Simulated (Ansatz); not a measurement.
`N[SiH2]C[TeH]` + PH₃ → `P[TeH]` + `C[SiH2]N` at 400 K and 1 bar (ligand exchange at a Te–C bond).

Computed with Ansatz on PBE0-D4/def2-TZVP structures; ΔE is electronic, products minus reactants. CCSD(T)/CBS adds triple-zeta CCSD(T) − MP2 to the extrapolated MP2 energy (def2 sets, frozen cores). This one scheme is used for every species. def2 core potentials past Kr. For Te outer-core shells are correlated without core-valence functions, which leaves a few kJ/mol of doubt a bond. Each species was taken in one conformer, which may not be the lowest.

```csv
species,CCSD(T)/CBS energy (Eh),H − E (kJ/mol),S (J/(mol·K))
`N[SiH2]C[TeH]`,-653.80095,237.1,411.0
PH₃,-342.72256,77.1,221.7
`P[TeH]`,-610.46278,84.0,308.8
`C[SiH2]N`,-386.08232,236.0,334.0
```

H − E and S are ideal-gas, rigid-rotor, harmonic terms from PBE0-D4/def2-TZVP, for one conformer and one mirror image of each species. 1 Eh = 2625.50 kJ/mol, R = 8.31446 J/(mol·K).

Task: By hand: ΔE, ΔH, ΔS and ΔG.

Result: ΔE = (-610.46278) + (-386.08232) − (-653.80095) − (-342.72256) = -0.02159 Eh = -56.7 kJ/mol. Δ(H − E) = 84.0 + 236.0 − 237.1 − 77.1 = 5.8, so ΔH = -50.9 kJ/mol. ΔS = 308.8 + 334.0 − 411.0 − 221.7 = 10.1 J/(mol·K). ΔG = -50.9 − 400 × (10.1)/1000 = -54.9 kJ/mol.

Task: By hand: the equilibrium constant, and the temperature at which ΔG would vanish if ΔH and ΔS stayed fixed.

Result: log₁₀ K = −ΔG/(RT ln 10) = 7.2. ΔH and −TΔS have one sign here, so there is no such temperature.

The number of gas molecules stays the same, so ΔS is small and ΔH decides. A doubt of 5 kJ/mol in ΔE shifts log₁₀ K by 0.7 here. Other conformers and mirror images would add mixing entropy, several J/(mol·K) or more a flexible species. These are equilibria of isolated gas molecules and say nothing of rates. Largest T1 diagnostic: 0.013 (customary marks: 0.02 for closed shells, 0.045 for open ones).

ΔS is within the doubt of such terms, so its sign, and with it that verdict, could turn.
